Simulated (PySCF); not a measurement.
Choosing a basis for TDDFT

C2H6Cl2SSi.
SMILES with atom numbers: `[CH3:1][S:2][SiH2:3][CH:4]([Cl:5])[Cl:6]` (hydrogens: H7, H8, H9 on C1; H10, H11 on Si3; H12 on C4)

TDDFT with PBE0 (PySCF), vertical singlets, core orbitals frozen in the response, spherical d and f functions. Geometry: PBE0-D3(BJ)/def2-SVP, one conformer, isolated molecule.

```json
{"basis": "6-31G*", "functions": "112", "diffuse": "no", "S1 (eV)": "5.41", "S2 (eV)": "5.88", "S3 (eV)": "6.26", "S4 (eV)": "6.36", "S5 (eV)": "6.90", "LUMO (eV)": "-0.44", "α (au)": "79.9"}
{"basis": "def2-SVP", "functions": "130", "diffuse": "no", "S1 (eV)": "5.55", "S2 (eV)": "6.17", "S3 (eV)": "6.42", "S4 (eV)": "6.58", "S5 (eV)": "7.05", "LUMO (eV)": "-0.13", "α (au)": "79.9"}
{"basis": "6-31+G*", "functions": "136", "diffuse": "yes", "S1 (eV)": "5.22", "S2 (eV)": "5.70", "S3 (eV)": "6.04", "S4 (eV)": "6.18", "S5 (eV)": "6.32", "LUMO (eV)": "-0.74", "α (au)": "91.0"}
{"basis": "def2-SVPD", "functions": "193", "diffuse": "yes", "S1 (eV)": "5.30", "S2 (eV)": "5.76", "S3 (eV)": "6.03", "S4 (eV)": "6.24", "S5 (eV)": "6.57", "LUMO (eV)": "-0.64", "α (au)": "102.3"}
{"basis": "aug-cc-pVDZ", "functions": "208", "diffuse": "yes", "S1 (eV)": "5.22", "S2 (eV)": "5.68", "S3 (eV)": "6.01", "S4 (eV)": "6.13", "S5 (eV)": "6.18", "LUMO (eV)": "-0.69", "α (au)": "103.1"}
{"basis": "def2-TZVP", "functions": "246", "diffuse": "no", "S1 (eV)": "5.25", "S2 (eV)": "5.89", "S3 (eV)": "6.12", "S4 (eV)": "6.22", "S5 (eV)": "6.78", "LUMO (eV)": "-0.55", "α (au)": "94.3"}
```

Q: Compare the sets with the largest diffuse one.

A: States are compared by their number. Against the largest diffuse basis here (aug-cc-pVDZ, itself not a converged limit), sets without diffuse functions differ by up to 0.32 eV in S1 and 0.87 eV in S5; the smaller diffuse sets differ by up to 0.08 and 0.39 eV. State by state, the largest deviation of a set without diffuse functions is S1 0.32, S2 0.49, S3 0.42, S4 0.45, S5 0.87 eV. The same number needn't mean the same state in each row. Against aug-cc-pVDZ the polarisability deviates by -22% in 6-31G*, -23% in def2-SVP, -12% in 6-31+G*, -1% in def2-SVPD, -9% in def2-TZVP. A single + in a Pople set puts diffuse functions on heavy atoms only.
